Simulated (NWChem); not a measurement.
System: C₂H₄N₃ cation; SMILES c1[nH+][nH]cn1

Here is an NWChem input.

```
start job
memory heap 200 mb stack 900 mb global 1100 mb
charge 1
geometry units angstroms noautosym nocenter noautoz
  C     -1.052577    -0.440213     0.000000
  N     -0.001807    -1.244872     0.000000
  C      1.051284    -0.443250     0.000000
  N      0.670474     0.838242     0.000000
  N     -0.668071     0.840175     0.000000
  H     -2.102441    -0.740457     0.000000
  H      2.100274    -0.746527     0.000000
  H      1.221855     1.696792     0.000000
  H     -1.216967     1.700315     0.000000
end
basis spherical
  * library 6-31g*
end
dft
  xc b3lyp
  iterations 150
end
property
  efieldgrad
end
task dft property
```

All runs use the structure optimised with PBE0/def2-SVP. B3LYP is NWChem's, with the RPA form of VWN correlation.

Vzz is the largest principal value of the second derivative of the potential at the nucleus (NWChem prints the opposite sign); η is the asymmetry. Non-relativistic.

Atoms are numbered as in the input.

Task: Predict the main results of this run. (B3LYP/6-31G* (spherical d).) Quantities: Vzz N2 (a.u.); η N2; Vzz N5 (a.u.); η N5.

Result: 
| Property | Result |
|---|---|
| Vzz N2 (a.u.) | -0.906 |
| η N2 | 0.02 |
| Vzz N5 (a.u.) | -0.766 |
| η N5 | 0.87 |
